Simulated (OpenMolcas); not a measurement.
Computed levels of 5d3 in ions with 71 electrons, in cm-1 above 4F 3/2.

- Program: OpenMolcas 26.06
- Method: CASSCF
- Basis: ANO-RCC-VQZP
- Scalar Hamiltonian: DKH2, point nucleus
- Spin-orbit coupling: RASSI with atomic mean-field integrals over the reference wave functions, term energies averaged over their components

Active space for each ion: 3 electrons in 10 orbitals (5d 6d).

```json
{"Level": "4F 5/2", "Re4+": "4624", "Os5+": "5930", "Pt7+": "9341"}
{"Level": "4F 7/2", "Re4+": "8919", "Os5+": "11126", "Pt7+": "16530"}
{"Level": "4F 9/2", "Re4+": "12372", "Os5+": "14987", "Pt7+": "20916"}
{"Level": "4P 1/2", "Re4+": "16926", "Os5+": "19181", "Pt7+": "24268"}
{"Level": "2G 7/2", "Re4+": "21067", "Os5+": "24514", "Pt7+": "32711"}
{"Level": "2H 9/2", "Re4+": "21686", "Os5+": "25242", "Pt7+": "33917"}
{"Level": "4P 5/2", "Re4+": "23149", "Os5+": "26855", "Pt7+": "35320"}
{"Level": "2P 1/2", "Re4+": "27803", "Os5+": "32242", "Pt7+": "42517"}
{"Level": "2H 11/2", "Re4+": "29632", "Os5+": "34346", "Pt7+": "45124"}
```

Question: Estimate 4F 9/2, 4P 1/2, 2G 7/2 for Ir6+ from its neighbours Os5+ and Pt7+.

Answer: 4F 9/2 is fine structure, which grows about as the fourth power of a screened charge, so the fourth roots are averaged: ((14987^0.25 + 20916^0.25) / 2)^4 = 17767. The calculation gives 17907, so the estimate is off by -0.8 %.
4P 1/2 is another term, which grows about linearly with the charge: (19181 + 24268) / 2 = 21724. The calculation gives 21685, so the estimate is off by +0.2 %.
2G 7/2 is another term, which grows about linearly with the charge: (24514 + 32711) / 2 = 28612. The calculation gives 28487, so the estimate is off by +0.4 %.

Mixed levels, with the weight of the term that names them: Re4+ 4F 9/2 (74 %), Re4+ 2H 9/2 (57 %), Os5+ 4F 9/2 (67 %), Os5+ 2H 9/2 (58 %), Ir6+ 4F 9/2 (60 %), Ir6+ 4P 1/2 (74 %), Ir6+ 2H 9/2 (58 %), Ir6+ 2P 1/2 (74 %), Pt7+ 4F 9/2 (52 %), Pt7+ 4P 1/2 (72 %), Pt7+ 2H 9/2 (56 %), Pt7+ 2P 1/2 (72 %).

Without dynamic correlation excited terms often stand tens of per cent too high (terms of higher spin than the ground term too low), and those without a measured partner can miss by more than the paired ones. Active for correlation alone: 6d; no level in the range computed is led by a configuration that fills it, so any true level of that kind is missing. Levels of configurations outside the active space are missing.
